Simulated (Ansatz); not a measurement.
Basis-set extrapolation for CH₄AlOS, SMILES `C[O][Al][SH]` radical (PBE0-D4/def2-TZVP geometry, frozen core, the Gaussian-basis code of Ansatz). Multiplicity 2, UHF reference.

```tsv
	def2-TZVPP	def2-QZVPP
HF	-754.641504	-754.665578
MP2 correlation	-0.641447	-0.692455
CCSD(T) correlation	-0.705153	not run
```

Energies in hartree. Use E(X) = E(∞) + A·exp(−7.88·√X) for Hartree–Fock and E(X) = E(∞) + B·X^(−2.97) for correlation, with X = 3 and 4, and add CCSD(T) minus MP2 of the smaller set to the MP2 limit.

**Question.** What is the CCSD(T) energy at the basis-set limit?

**Answer.** HF limit: -754.665578 + (-0.024074) × 0.13774 = -754.66889. MP2 limit: -0.692455 + (-0.051008) × 0.74074 = -0.73024. Higher-order term: -0.705153 − (-0.641447) = -0.06371. Total: -755.46284 hartree, 3.16 eV below CCSD(T)/def2-TZVPP.
